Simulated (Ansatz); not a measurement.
C$_{6}$H$_{15}$N$_{2}$ (SMILES [CH2]N(C)CCN(C)C), doublet, at a GFN2-xTB geometry. Base run: HF/STO-3G in Ansatz (a program for electronic structure).

Here is a job for Ansatz.
Ansatz 0.2 input:
```yaml
crystal:
  periodic: [false, false, false]
  atoms:
    - {symbol: C, position_ang: [2.18264245, 0.75916371, -1.20784471]}
    - {symbol: N, position_ang: [1.56809513, 0.03929249, -0.19221781]}
    - {symbol: C, position_ang: [2.32302147, -1.03959731, 0.38967337]}
    - {symbol: C, position_ang: [0.70731898, 0.75219462, 0.72192760]}
    - {symbol: C, position_ang: [-0.61675438, 0.02963956, 1.01966905]}
    - {symbol: N, position_ang: [-1.61472241, 0.27158210, -0.00749814]}
    - {symbol: C, position_ang: [-1.33961984, -0.46747268, -1.22251291]}
    - {symbol: C, position_ang: [-2.95296635, -0.00508795, 0.47090707]}
    - {symbol: H, position_ang: [1.62383551, 1.58043999, -1.61546351]}
    - {symbol: H, position_ang: [2.80842540, 0.19372847, -1.87337691]}
    - {symbol: H, position_ang: [2.83466652, -1.58890398, -0.39825032]}
    - {symbol: H, position_ang: [1.65175296, -1.72185048, 0.91165474]}
    - {symbol: H, position_ang: [3.07422847, -0.67971840, 1.10768568]}
    - {symbol: H, position_ang: [0.46420581, 1.72382207, 0.29041242]}
    - {symbol: H, position_ang: [1.23051433, 0.91808490, 1.67612876]}
    - {symbol: H, position_ang: [-1.00707368, 0.43375463, 1.95706706]}
    - {symbol: H, position_ang: [-0.43717525, -1.04961933, 1.16809170]}
    - {symbol: H, position_ang: [-0.34601268, -0.21629737, -1.58110231]}
    - {symbol: H, position_ang: [-2.06896908, -0.18539756, -1.98071322]}
    - {symbol: H, position_ang: [-1.39479190, -1.55816045, -1.07165148]}
    - {symbol: H, position_ang: [-3.66556652, 0.23971518, -0.31536933]}
    - {symbol: H, position_ang: [-3.09790525, -1.06004867, 0.75558249]}
    - {symbol: H, position_ang: [-3.16559739, 0.62128917, 1.33639888]}
basis:
  gaussian:
    orbitals: STO-3G
hamiltonian:
  xc: hf
magnetization: {spin_polarized: true, initial_magnetization: 1}
```

Each row names what was changed in the base input (with any setting that the change needs).

| change | ΔE vs base (mEh) |
|---|---|
| base | 0.000 |
| lower_state_search = light | 0.000 |
| lower_state_search = off | 0.000 |
| fitting.mean_field = cc-pVTZ-JKFIT | -0.003 |
| nuclear_model = gaussian | 0.022 |
| forces = on | 0.000 |
| lower_state_search = full | 0.000 |
| point_charge = charge:-1.0 position_ang:-1.667, -0.0436, 6.4572 | -3.046 |
| point_charge = charge:0.5 position_ang:-6.1773, 2.4574, -0.3556 | -1.238 |
| accuracy = high | -0.059 |
| point_charge = charge:1.0 position_ang:1.8789, 1.235, -6.2002 | -2.951 |
